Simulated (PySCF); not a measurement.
## Correlation energy of Xe³⁺ (xenon, charge +3)

Starting occupation: [Kr] 4d10 5s2 5p3, 5p3/2 with m_j = -1/2, +1/2, +3/2. Computed with PySCF 2.14 in x2c-SVPall-2c with one added diffuse shell each of s, p type (7s9p4d, 54 functions), with X2C-1e with screened-nucleus spin-orbit coupling, Gaussian nucleus. Frozen: [Ar] 3d10; 23 electrons correlated; the 6 highest virtual spinors left out.

MP2 pair energies summed by pair of shells (mhartree):

```
 pair  energy  share (%)
5p-5s  -24.79       28.1
4d-4p  -15.64       17.7
4d-4d  -10.20       11.5
4p-4p   -9.34       10.6
5p-5p   -9.13       10.3
4d-5p   -5.80        6.6
5s-5s   -4.17        4.7
4d-5s   -2.56        2.9
4p-5p   -2.34        2.6
4d-4s   -1.69        1.9
4p-5s   -1.01        1.1
4p-4s   -0.91        1.0
4s-4s   -0.39        0.4
4s-5s   -0.23        0.3
4s-5p   -0.16        0.2
```

Total MP2 correlation energy: -88.37 mhartree.

The GHF reference relaxed away from the jj start to a determinant that is no pure jj level (⟨S²⟩ = 3.51, ⟨J²⟩ = 3.76); the energies belong to that determinant.

This basis was not built for core-valence correlation, so the inner-shell part is incomplete.
